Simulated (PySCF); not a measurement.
Ge3H8, optimised at PBE/def2-SVP:

```xyz
11

Ge     0.1176     0.0905     0.0496
Ge    -1.3265    -0.1546    -1.9050
Ge    -3.6583    -0.5197    -1.2758
H      0.0504    -1.1861     0.9296
H     -0.3409     1.3003     0.9070
H      1.5928     0.3189    -0.3764
H     -1.2239     1.1234    -2.7857
H     -0.8311    -1.3524    -2.7649
H     -4.5539    -0.6758    -2.5342
H     -4.1834     0.6799    -0.4427
H     -3.7869    -1.8057    -0.4164
```

Energies from PySCF, thermal terms from the rigid-rotor harmonic-oscillator model, ideal gas at 1 bar. 6-31G* has spherical d functions here. All species are closed-shell singlets. B3LYP is the form with VWN-RPA correlation. Ge: all electrons, no relativistic terms.

Task: List the harmonic frequencies (cm⁻¹, unscaled) at this level and at the other levels, each on its own geometry.

Result: 
- PBE/def2-SVP: 61, 66, 72, 230, 276, 288, 387, 398, 477, 498, 617, 639, 762, 774, 835, 852, 855, 856, 857, 2050, 2062, 2065, 2069, 2082, 2083, 2084, 2089
- B3LYP/6-31G*: 59, 63, 70, 233, 281, 295, 398, 409, 490, 514, 641, 658, 793, 804, 866, 878, 880, 882, 884, 2079, 2093, 2096, 2101, 2114, 2115, 2117, 2121
- HF/6-31G*: 64, 69, 77, 250, 300, 327, 437, 455, 544, 571, 715, 722, 879, 892, 956, 968, 970, 972, 974, 2203, 2204, 2217, 2219, 2222, 2224, 2224, 2231
- PBE0/def2-TZVP: 63, 69, 75, 241, 288, 299, 400, 414, 496, 517, 640, 660, 792, 804, 864, 880, 882, 885, 885, 2125, 2134, 2141, 2145, 2151, 2152, 2154, 2157
